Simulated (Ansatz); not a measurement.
```yaml
crystal:
  periodic: [false, false, false]
  atoms:
    - {symbol: C, position_ang: [-1.005639, -0.788550, 0.841580]}
    - {symbol: Al, position_ang: [0.275468, 0.180727, -0.212288]}
    - {symbol: C, position_ang: [2.003902, -0.514704, -0.701182]}
    - {symbol: N, position_ang: [3.029152, -0.969374, -0.971443]}
    - {symbol: C, position_ang: [-0.067080, 1.954798, -0.880722]}
    - {symbol: N, position_ang: [-0.312642, 3.015809, -1.261298]}
    - {symbol: H, position_ang: [-0.635443, -1.770883, 1.140368]}
    - {symbol: H, position_ang: [-1.936388, -0.926786, 0.282781]}
    - {symbol: H, position_ang: [-1.262929, -0.227335, 1.745102]}
basis:
  gaussian: {orbitals: "6-31++G**"}
total_charge: 1
magnetization: {spin_polarized: true, initial_magnetization: 1}
hamiltonian: {xc: {name: B97}, pseudopotentials: {relativity: none}}
multiplicity: 3
output: {forces: true}
```

```sh
$ ansatz run in.yaml --threads 4 --pin off --events-out ev --progress --plain --max-ram 10444MiB
```

Problem. How does Ansatz answer? (Estimate.)

Solution. Ansatz gave: The program refused the input.
```
Error: YAML parse error: error: line 18 column 1: unknown field `multiplicity`, expected one of crystal, accuracy, basis, kpoints, hamiltonian, magnetization, projection, total_charge, correlation, batch, efield, external_charges, scf, relax, neb, saddle, md, ramp, phonons, dielectric, real_time, elastic, magnetic_configurations, gw, evaluate, workflow, output, checkpoint, execution
16 | magnetization: {spin_polarized: true, initial_magnetization: 1}
17 | hamiltonian: {xc: {name: B97}, pseudopotentials: {relativity: non…
18 | multiplicity: 3
19 | output: {forces: true}
```
